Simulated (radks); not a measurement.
Results of a calculation; reference values are marked as such.
Task: Isoelectronic series with 7 electrons, all held in the configuration [He] 2s2 2p3, which need not be the ground one along the series. Code: a radial shooting solver on a logarithmic mesh with Libxc functionals. Model: non-relativistic Kohn-Sham, r2SCAN, spin-polarised, spherical densities, point nucleus; open shells are filled with parallel spins first (spin-orbit coupling, left out, can overturn this in heavy ions); meta-GGA in the generalised Kohn-Sham scheme. Total energies (hartree) and screening constants sigma, defined by e = -(Z - sigma)^2 / (2 n^2) hartree:

| ion | E (hartree) | 2p up | 2s down | 2s up | 1s down |
|---|---|---|---|---|---|
| N | -54.58403 | 5.383 | 4.886 | 4.494 | 1.669 |
| F2+ | -97.79862 | 5.060 | 4.684 | 4.374 | 1.763 |
| Al6+ | -223.31095 | 4.885 | 4.542 | 4.275 | 1.843 |
| P8+ | -305.58183 | 4.846 | 4.508 | 4.250 | 1.864 |
| Cl10+ | -400.85713 | 4.819 | 4.484 | 4.233 | 1.878 |
| K12+ | -509.13526 | 4.799 | 4.467 | 4.219 | 1.890 |
| Sc14+ | -630.41529 | 4.784 | 4.453 | 4.209 | 1.899 |
| V16+ | -764.69667 | 4.772 | 4.442 | 4.201 | 1.906 |
| Mn18+ | -911.97904 | 4.762 | 4.433 | 4.194 | 1.912 |
| Cu22+ | -1245.54585 | 4.748 | 4.419 | 4.184 | 1.920 |
| Ga24+ | -1431.83000 | 4.742 | 4.414 | 4.180 | 1.924 |
| As26+ | -1631.11451 | 4.737 | 4.409 | 4.176 | 1.927 |
| Br28+ | -1843.39932 | 4.732 | 4.405 | 4.173 | 1.930 |
| Rb30+ | -2068.68437 | 4.728 | 4.402 | 4.170 | 1.932 |
| Nb34+ | -2558.25506 | 4.722 | 4.396 | 4.166 | 1.936 |
| Tc36+ | -2822.54063 | 4.719 | 4.393 | 4.164 | 1.938 |
| Rh38+ | -3099.82633 | 4.717 | 4.391 | 4.162 | 1.939 |

Estimate the row of Co20+.

Result: E (hartree) -1072.26216; 2p up 4.754; 2s down 4.426; 2s up 4.189; 1s down 1.916.
